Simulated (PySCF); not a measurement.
# Orbital picture of VSe

ωB97X at R = 2.197 Å; basis V def2-TZVPP, Se def2-TZVPP; no relativity; PySCF 2.14. State: ⁴Σ⁻ (quartet), unpaired electrons σ ↑, δ ↑↑. Only the outer orbitals are listed, counted within each symmetry.

```csv
spin,orbital,occ.,ε (eV),on V (%),main shells (%)
α,12σ,1,-19.24,11,88 Se s
α,13σ,1,-10.09,63,"62 V d, 33 Se p"
α,2δ,1,-8.84,100,100 V d
α,2δ,1,-8.83,100,100 V d
α,6π,1,-8.31,34,"65 Se p, 29 V d"
α,6π,1,-8.31,34,"65 Se p, 29 V d"
α,14σ,1,-7.87,61,"39 V s, 38 Se p, 22 V d"
α,15σ,0,-0.63,89,"42 V s, 38 V p, 10 Se p"
α,7π,0,-0.07,79,"62 V d, 20 Se p, 17 V p"
α,7π,0,-0.07,79,"62 V d, 20 Se p, 17 V p"
β,11σ,1,-46.55,100,100 V p
β,5π,1,-45.20,100,100 V p
β,5π,1,-45.20,100,100 V p
β,12σ,1,-19.69,8,92 Se s
β,13σ,1,-9.08,20,"78 Se p, 11 V s, 8 V d"
β,6π,1,-8.44,15,"85 Se p, 10 V d"
β,6π,1,-8.44,15,"85 Se p, 10 V d"
β,14σ,0,-1.54,96,"64 V s, 24 V p"
β,7π,0,0.46,100,"63 V p, 37 V d"
β,7π,0,0.46,100,"63 V p, 37 V d"
```

Task: Which are the highest filled and the lowest empty level, where do they sit, and how wide is the gap?

Result: Highest filled α 14σ at -7.87 eV (in %: 39 V s, 38 Se p, 22 V d); lowest empty β 14σ at -1.54 eV (in %: 64 V s, 24 V p); the gap at ωB97X is 6.33 eV.

| Item | Value |
| --- | --- |
| bond order (Mayer) | 2.37 |
| ⟨S²⟩ | 3.894 |
| charge on V (Mulliken, basis-dependent) | 0.42 |
| charge on V (Löwdin, basis-dependent) | -0.13 |
| dipole moment (positive dipole means V(−)Se(+)) | -7.17 D |

Spin–orbit coupling is left out. With d or f electrons several states lie close, and the lowest PBE0 determinant need not be the measured ground state.
